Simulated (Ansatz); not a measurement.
```xyz
9

O    -1.861   -0.675   -0.168
Si   -0.292   -0.978   -0.497
Cl    0.474   -2.485    0.671
Ge    0.936    1.000    0.041
Cl   -0.296    1.789    1.662
H    -2.037   -0.125    0.602
H    -0.217   -1.420   -1.904
H     2.338    0.798    0.629
H     0.956    2.096   -1.036
```

The species carries charge 0 and has multiplicity 1.

Task: List the B3LYP/def2-TZVPP orbital energies in eV (Ansatz). (Best estimate.)

Result: The calculation gave: Occupied: -10851.20, -2762.67, -2762.44, -1800.80, -1355.57, -1206.50, -1206.45, -1206.45, -521.24, -257.43, -257.18, -196.44, -196.32, -196.32, -196.21, -196.06, -196.05, -170.09, -145.16, -120.43, -120.29, -120.28, -100.52, -100.48, -100.44, -33.98, -33.90, -33.88, -33.80, -33.78, -28.15, -22.83, -22.35, -16.24, -15.33, -13.10, -11.53, -11.32, -10.55, -10.45, -10.06, -9.53, -9.24, -9.17, -8.71, -7.94. Lowest empty: -1.39, -0.37, -0.17, 0.65, 0.83, 1.53, 1.86, 2.44.

B3LYP here is the variant with VWN-RPA as its local correlation; programs differ in this.
